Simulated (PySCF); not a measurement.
phosphoric acid (H3O4P), singlet, geometry from GFN2-xTB, atoms displaced at random by about 0.1 Å a coordinate. Base run: PySCF with PBE/STO-3G.

PySCF was given this input:
```python
from pyscf import gto, scf, dft
from pyscf.geomopt import geometric_solver

mol = gto.M(
    atom='''
O     0.394533    0.190071    1.454586
P     0.254854    0.058137    0.070137
O     1.282265   -0.009071   -0.978434
O    -0.841733   -1.185199   -0.042549
O    -0.939893    1.350356   -0.051857
H     1.315063    0.525312    1.594892
H    -0.408058   -2.066115   -0.237622
H    -1.119564    1.508146   -1.117516
''',
    basis='sto-3g',
    charge=0,
    spin=0,
    verbose=3,
)

def method(m):
    mf = dft.RKS(m)
    mf.xc = 'pbe'
    return mf

conv, mol_eq = geometric_solver.kernel(method(mol), maxsteps=100)
print('optimisation converged:', conv)
print(mol_eq.tostring(format='xyz'))
mf = method(mol_eq)
mf.kernel()
```

The base run was repeated with changes; each row names its change, and settings that it needs were set with it.

| change | ΔE vs base (µEh) | optimiser steps | core-seconds (rough) | outcome |
|---|---|---|---|---|
| base | 0.0 | 47 | 100 | converged |
| coordsys = cart | 1181 | 37 | 100 | converged |
| convergence_set = GAU_VERYTIGHT | - | - | - | not converged |
| convergence_set = GAU_LOOSE | -0.5 | 42 | 100 | converged |
| coordsys = hdlc | 4.7 | 67 | 200 | converged |
| coordsys = dlc | -0.7 | 44 | 100 | converged |
